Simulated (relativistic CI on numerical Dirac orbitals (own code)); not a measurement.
**Level scheme of Nd26+**

These numbers are calculated, not measured: Dirac-Coulomb-Breit CI, separate exchange-only KLI orbitals for each configuration, model QED (radiative potential, 1s self-energy scaled to tabulated hydrogen-like ionisation energies), unscaled Slater integrals (own radial code, finite nucleus).

Configurations in the expansion (outside the closed core [Ar] 3d10): 4s2.4p4, 4s.4p5, 4s2.4p3.4d, 4p6, 4s.4p4.4d, 4s2.4p3.4f, 4s.4p4.4f, 4p5.4d, 4s.4p3.4d2, 4s2.4p2.4d.4f, 4p5.4f, 4s2.4p3.5s, 4p4.4d.4f, 4p5.5s, 4s2.4p3.5p, 4s.4p3.4d.5s, 4s.4p3.4f2, 4s.4p4.5s, 4s2.4p2.4f.5s, 4s2.4p3.5d, 4s.4p4.5p, 4s2.4p3.5f, 4s2.4p3.5g, 4s.4p4.5d, 4s2.4p3.6s, 4p4.4f.5s, 4s2.4p3.6p, 4s2.4p2.4d2, 4s2.4p.4d3, 4s.4p2.4d3, 4s2.4p.4d2.4f, 4s.4p2.4d2.4f, 4s2.4p.4d2.5s, 4p4.4d2, 4p3.4d3, 4p3.4d2.4f, 4p3.4d2.5s, 4s2.4p2.4d.5s, 4s.4p2.4d2.5s, 4s2.4p.4d.4f.5s, 4s.4p2.4d.4f.5s, 4s2.4p.4d.5s2, 4p4.4d.5s, 4p3.4d.4f.5s, 4p3.4d.5s2, 4s2.4p2.5s2, 4s.4p2.4d.5s2, 4s2.4p.4f.5s2, 4s.4p2.4f.5s2. Double excitations out of closed p, d and f shells are left out; levels of such configurations are missing from the list, as are those of other unlisted configurations, and high levels can miss mixing partners. These lack a partner that the ground configuration has and come out too high: 4s2.4p3.5p, 4s2.4p3.5d, 4s.4p4.5p, 4s2.4p3.5f, 4s2.4p3.5g.

The lowest level is 4s2.4p4 3P_2, with 72 % of that term; Hund's rules for 4s2.4p4 give 3P with J = 2, in agreement.

```csv
No.,Configuration,Term,J,E (eV),%,Next component (%),Landé g
1,4s2.4p4,3P,2,0.000,72,26 1D,1.366
2,4s2.4p4,1S,0,6.403,55,43 3P,
3,4s2.4p4,3P,1,27.976,98,1 4s.4p4.4d 3P,1.499
4,4s2.4p4,1D,2,31.460,72,26 3P,1.130
5,4s2.4p4,3P,0,62.346,55,43 1S,
6,4s.4p5,3P°,2,91.068,82,14 4s2.4p3.4d 3P°,1.493
7,4s.4p5,3P°,1,97.231,37,24 1P°,1.261
8,4s2.4p3.4d,3F°,2,103.769,33,29 3D°,1.036
9,4s2.4p3.4d,3P°,0,104.994,45,42 5D°,
10,4s2.4p3.4d,5D°,3,105.393,28,27 3F°,1.205
11,4s2.4p3.4d,5D°,1,109.252,40,21 3P°,1.333
12,4s2.4p3.4d,5D°,4,110.424,40,40 3F°,1.310
13,4s2.4p3.4d,3D°,2,114.632,33,32 5D°,1.309
14,4s2.4p3.4d,3G°,3,119.143,25,19 3F°,1.106
15,4s.4p5,3P°,0,119.143,75,22 4s2.4p3.4d 3P°,
16,4s2.4p3.4d,3D°,1,122.734,49,14 1P°,0.925
17,4s.4p5,1P°,1,124.689,23,18 4s2.4p3.4d 3D°,1.115
18,4s2.4p3.4d,3F°,2,128.781,45,30 3D°,1.009
19,4s2.4p3.4d,1S°,0,129.852,50,38 5D°,
20,4s2.4p3.4d,3D°,1,130.967,66,14 5D°,0.758
21,4s2.4p3.4d,3F°,3,131.007,50,17 3G°,1.125
22,4s2.4p3.4d,3G°,4,134.447,65,14 3F°,1.121
23,4s2.4p3.4d,3D°,3,134.503,62,21 5D°,1.309
24,4s2.4p3.4d,1G°,4,135.768,33,33 5D°,1.239
25,4s2.4p3.4d,3F°,2,138.539,53,28 1D°,0.880
26,4s2.4p3.4d,3F°,4,139.308,58,35 1G°,1.155
27,4s2.4p3.4d,3G°,5,140.602,98,1 4s.4p3.4d2 3G°,1.198
28,4s2.4p3.4d,3S°,1,143.383,25,22 3D°,1.285
29,4s2.4p3.4d,3P°,0,145.849,46,33 1S°,
30,4s2.4p3.4d,3P°,2,145.991,41,20 3D°,1.294
```

Energies count from the lowest computed level; ° marks odd parity.

The mean weight of the leading LS term, summed over parents, in these 30 levels is 52 %, and that of the leading jj configuration (from the same eigenvectors) 78 %, so jj coupling describes them better and the LS labels are nominal.

At this charge energies of transitions that change n are usually good to better than 1 %, and those within a shell (Δn = 0) to a few per cent.

LS names give the leading component of a level, which can be under half, so a name can repeat, a term be missing and a line seem to break the LS rules.
